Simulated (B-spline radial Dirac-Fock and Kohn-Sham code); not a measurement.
# Levels of muonic ¹³⁹La

Nucleus: ¹³⁹La, Gaussian distribution, rms radius 4.855 fm (measured, Angeli and Marinova 2013).

Method: the Dirac equation of a negative muon with reduced mass in the field of a spherical finite nucleus, with the Uehling potential to all orders; nuclear polarisation, deformation, hyperfine structure, self-energy, higher-order vacuum polarisation, relativistic recoil and electron screening are left out. Computed with an atomic code on a B-spline grid.

```
 level  binding (keV)  point nucleus, no QED (keV)  vacuum polarisation (keV)  ⟨r⟩ (fm)
 1s1/2           6440                         9566                     44.184       9.4
 2s1/2           1950                         2419                     10.242      31.4
 2p1/2           2360                         2419                     14.378      21.6
 2p3/2           2290                         2308                     13.270      22.4
 3s1/2          918.1                         1063                      3.612      66.8
 3p1/2           1042                         1063                      4.563      54.5
 3p3/2           1023                         1030                      4.302      55.6
 3d3/2           1033                         1030                      3.866      46.0
 3d5/2           1023                         1020                      3.731      46.7
 4d3/2          580.2                        578.7                      1.616      92.5
 4d5/2          575.9                        574.4                      1.564      93.3
 4f5/2          575.7                        574.4                      1.315      79.8
 4f7/2          573.6                        572.3                      1.295      80.3
 5f5/2          368.3                        367.7                      0.638     140.0
 5f7/2          367.2                        366.6                      0.629     140.6
 5g7/2          367.1                        366.6                      0.515     122.6
 5g9/2          366.5                        365.9                      0.510     123.0
 6g7/2          254.9                        254.6                      0.277     196.4
 6g9/2          254.5                        254.2                      0.274     196.8
 6h9/2          254.5                        254.2                      0.216     174.4
6h11/2          254.2                        254.0                      0.215     174.7
```

Task: By how much does the finite nuclear size lower the 1s binding energy?

Result: By 3171 keV, 33.14 % of the point-nucleus value (point value plus vacuum polarisation less the binding energy). The 1s orbit has ⟨r⟩ = 9.4 fm.
